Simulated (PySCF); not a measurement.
Si(OH)(NH2) (H3NOSi), SMILES N[Si]O (connectivity only; charge and spin as stated), neutral, multiplicity 1.

Coordinates come from a r2SCAN-D4/def2-TZVP optimisation. The values are those of a single conformer.

These are PySCF with r2SCAN/def2-TZVPD values and carry that method's errors.

Symmetry labels are those of the subgroup Cs that the program uses (full group Cs).

Problem. List the valence orbital energies around the gap with their symmetry. (Estimate from the structure and the level; the computed values follow.)

Solution. 
| orbital | symmetry | energy (eV) |
|---|---|---|
| HOMO−7 | A' | -22.50 |
| HOMO−6 | A' | -14.16 |
| HOMO−5 | A' | -12.94 |
| HOMO−4 | A' | -12.22 |
| HOMO−3 | A" | -8.82 |
| HOMO−2 | A' | -8.80 |
| HOMO−1 | A" | -7.12 |
| HOMO | A' | -5.93 |
| LUMO | A" | -1.45 |
| LUMO+1 | A' | -0.08 |
| LUMO+2 | A' | 0.16 |
| LUMO+3 | A' | 1.51 |
